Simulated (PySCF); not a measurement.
## Correlation energy of Gd³⁺ (gadolinium, charge +3)

[Xe] 4f7, high-spin 8S determinant. Computed with PySCF 2.14 in cc-pVDZ-X2C (8s7p5d3f1g, 84 functions), with scalar relativity by spin-free X2C-1e. Frozen: [Kr] 4d10; 15 electrons correlated.

| level | correlation energy (mhartree) |
| --- | --- |
| CCSD | -379.95 |
| (T) | -9.32 |
| CCSD(T) | -389.27 |

Diagnostics: T1 = 0.0070, D1 = 0.0139, largest double amplitude 0.027.

Cost of the coupled-cluster step: roughly 30 core-seconds, for 15 correlated electrons.

Iterations:

```
CC2 = 0
CCSD nocc = (np.int64(11), np.int64(4)), nmo = (61, 61)
frozen orbitals [[0, 1, 2, 3, 4, 5, 6, 7, 8, 9, 10, 11, 12, 13, 14, 15, 16, 17, 18, 19, 20, 21, 22], [0, 1, 2, 3, 4, 5, 6, 7, 8, 9, 10, 11, 12, 13, 14, 15, 16, 17, 18, 19, 20, 21, 22]]
max_cycle = 100
direct = 0
conv_tol = 1e-08
conv_tol_normt = 1e-06
diis_space = 8
diis_start_cycle = 0
Init t2, MP2 energy = -0.384864867362222
Init E_corr(UCCSD) = -0.384864867530485
cycle = 1  E_corr(UCCSD) = -0.370794292303774  dE = 0.0140705752  norm(t1,t2) = 0.0498652
cycle = 2  E_corr(UCCSD) = -0.379263948171619  dE = -0.00846965587  norm(t1,t2) = 0.0121387
cycle = 3  E_corr(UCCSD) = -0.37932414573595  dE = -6.01975643e-05  norm(t1,t2) = 0.00443589
cycle = 4  E_corr(UCCSD) = -0.379943845206797  dE = -0.000619699471  norm(t1,t2) = 0.00153532
cycle = 5  E_corr(UCCSD) = -0.379968728283656  dE = -2.48830769e-05  norm(t1,t2) = 0.000359372
cycle = 6  E_corr(UCCSD) = -0.379947941720507  dE = 2.07865631e-05  norm(t1,t2) = 0.000124926
cycle = 7  E_corr(UCCSD) = -0.37995191897928  dE = -3.97725877e-06  norm(t1,t2) = 3.34661e-05
cycle = 8  E_corr(UCCSD) = -0.379952440970883  dE = -5.21991603e-07  norm(t1,t2) = 5.64525e-06
cycle = 9  E_corr(UCCSD) = -0.379952167291848  dE = 2.73679035e-07  norm(t1,t2) = 1.33857e-06
cycle = 10  E_corr(UCCSD) = -0.379952171027183  dE = -3.73533532e-09  norm(t1,t2) = 2.97133e-07
UCCSD converged
E(UCCSD) = -11265.80569540912  E_corr = -0.3799521710271833
UCCSD(T) correction = -0.00932332150408677
```
